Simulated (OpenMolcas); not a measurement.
## Zn: effect of the IPEA shift

```json
{"Program": "OpenMolcas 26.06", "Basis": "ANO-RCC-VTZP [6s5p3d2f1g]", "Scalar Hamiltonian": "DKH2, point nucleus", "Active space": "2 electrons in 4 orbitals (4s 4p)", "State averaging": "2S+1 = 3 even, 3 roots; 2S+1 = 1 even, 1 root kept (CI in the orbitals of an earlier block); 2S+1 = 3 odd, 3 roots; 2S+1 = 1 odd, 3 roots kept (CI in the orbitals of an earlier block)", "Spin-orbit coupling": "state interaction with AMFI integrals over the reference wave functions, term energies averaged over their components"}
```

Methods on the same reference wave functions:
A. CASSCF
B. SS-CASPT2, IPEA 0 Eh, imaginary shift 0.1 Eh (closed shells correlated: 3d)
C. SS-CASPT2, IPEA 0.25 Eh, imaginary shift 0.1 Eh (closed shells correlated: 3d)

Energies in cm-1 above 4s2 1S0, the measured ground level; measured values from NIST Handbook of Basic Atomic Spectroscopic Data.

```tsv
Level	A	B	C	Measured
4s2 1S0	0.0	0.0	0.0	0.0
4s 4p 3P* 0	26424	31066	31091	32311
4s 4p 3P* 1	26583	31224	31250	32501
4s 4p 3P* 2	26909	31550	31576	32890
4s 4p 1P* 1	51565	48269	49020	46745
```

Deviations, from unrounded energies. A percentage is the sum of absolute deviations over the sum of measured energies, with the sign that they share, or ± where signs differ.

| Against measurement | Levels | A | B | C |
| --- | --- | --- | --- | --- |
| mean absolute deviation (cm-1) | 4 | 5700 | 1300 | 1500 |
| other configurations (%) | 4 | ±15.6 | ±3.7 | ±4.2 |

B lies closest to measurement on these levels and A furthest from it. The largest miss of B in the table is 4s 4p 1P* 1, by +1500 cm-1. The ranking rests on the paired levels alone, and a cruder setting can come out closer through cancelling errors.

Between B and C the level of the table that moves most is 4s 4p 1P* 1, by 750 cm-1 (lowest in B, highest in C).

The lowest spin-free term lies below A's lowest term by 0.503 hartree in B, 0.501 hartree in C.

Terms from blocks run as CI alone lack orbitals of their own. Without dynamic correlation excited terms often stand tens of per cent too high (terms of higher spin than the ground term too low), and those without a measured partner can miss by more than the paired ones (holds for A). Computed and measured levels are paired by configuration, term and J; levels that our copy of the source lacks, or whose pairing is in doubt (as where it misses far off the trend of its configuration), stay unpaired and out of the deviations. Levels of configurations outside the active space are missing. The table leaves out levels that lie high or whose names do not pair safely across all columns.

* marks odd parity.
